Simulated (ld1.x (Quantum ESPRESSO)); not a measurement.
The numbers below are computed, except where a source is named.
# Potentials for oxygen (O) compared

Generated with ld1.x 7.5 (TM, RRKJ, ultrasoft, PAW), atompaw 4.2 or ONCVPSP 4.0.1. The cutoff is in Ry: for ld1.x and atompaw files where the sum of valence levels is converged to 10 mRy in a Bessel basis, for ONCV files where the hardest occupied wave has 1 mHa per electron of residual kinetic energy. The error is the largest all-electron minus pseudo excitation energy over each file’s own four to seven test configurations (ionisations up to +4, promotions, holes and added fractions of an electron), all of which were solved. The labels leave out finer settings (local radius, basis sizes, second energies), which also bear on the numbers. Spin-polarised tests are not counted. The rows are a selection from randomly drawn settings: files with unsolved tests, undetermined cutoffs or missed reference levels are left out.

| potential | cutoff (Ry) | largest error (meV) | bound ghosts |
| --- | --- | --- | --- |
| PAW, PBE, scalar-relativistic, rc 0.70/2.05/1.60 (spd), local smoothed, core correction yes, reference 2s2 2p2.5 | 70 | +129 | none |
| ultrasoft, PBE, non-relativistic, rc 0.85/1.00/0.85 (spd), local smoothed, core correction yes, reference 2s1.5 2p4.5 | 70 | +61 | none |
| TM semilocal, PBE, scalar-relativistic, rc 0.85/1.75 (sp), local s, core correction no, reference 2s2 2p4 | 80 | +4118 | none |
| TM, PBEsol, non-relativistic, rc 0.70/1.70 (sp), local p, core correction no, reference 2s2 2p4 | 80 | +3181 | none |
| TM, PBE, non-relativistic, rc 0.70/1.55/1.55 (spd), local d, core correction no, reference 2s2 2p3 | 90 | +2218 | none |
| RRKJ, PW91, scalar-relativistic, rc 0.65/1.35/1.15 (spd), local d, core correction yes, reference 2s2 2p3 | 300 | +422 | none |

(1) Fill in the row for O: ultrasoft, PBE, non-relativistic, rc 0.80/0.95/0.80 (spd), local smoothed, core correction yes, reference 2s2 2p4.

(2) Fill in the row for O: TM semilocal, PBE, scalar-relativistic, rc 0.90/1.00 (sp), local p, core correction yes, reference 2s2 2p2.5.

(3) Fill in the row for O: ultrasoft, PBE, scalar-relativistic, rc 0.70/1.15 (sp), local smoothed, core correction yes, reference 2s1 2p5.

Results:

(1) cutoff 80 Ry, largest error +334 meV, bound ghosts: none.

(2) cutoff 120 Ry, largest error +402 meV, bound ghosts: none.

(3) cutoff 60 Ry, largest error +16 meV, bound ghosts: none.
